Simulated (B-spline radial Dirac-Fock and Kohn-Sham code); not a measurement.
## Ho⁺ in Watson spheres of different radius

Model: Dirac-Fock energy differences between relaxed states, corrected for Breit and QED terms. Program: a B-spline atomic structure program. The ion, [Xe] 4f11 6s1, sits in a hollow sphere of charge Q = -1, a simple model of the Madelung potential. Inside the sphere an electron's potential energy is raised by the constant 14.40·|Q|/R eV, so binding energies fall by about that much as long as the orbitals stay inside.

```csv
radius (Å),14.40 |Q|/R (eV),1s (eV),2s (eV),2p1/2 (eV),2p3/2 (eV),3s (eV),3p1/2 (eV),3p3/2 (eV),3d3/2 (eV),3d5/2 (eV),4s (eV),4p1/2 (eV),4p3/2 (eV),4d3/2 (eV),4d5/2 (eV),4f (eV),5p1/2 (eV),5p3/2 (eV),6s (eV)
1.6,9.00,55615.8,9401.2,8918.6,8071.5,2135.5,1925.8,1746.2,1391.3,1352.9,439.4,355.3,315.3,176.3,169.1,4.75,32.39,27.37,4.25
1.8,8.00,55616.5,9402.0,8919.3,8072.2,2136.3,1926.6,1746.9,1392.0,1353.7,440.2,356.0,316.1,177.0,169.8,5.49,33.15,28.14,4.42
```

From the smallest to the largest radius 1s moves by +0.7 eV, while the constant potential alone would give +1.0 eV; the difference comes from charge outside the sphere and its screening.

Values without a named source are computed, but for edge energies of neutral atoms, which are taken from tables.
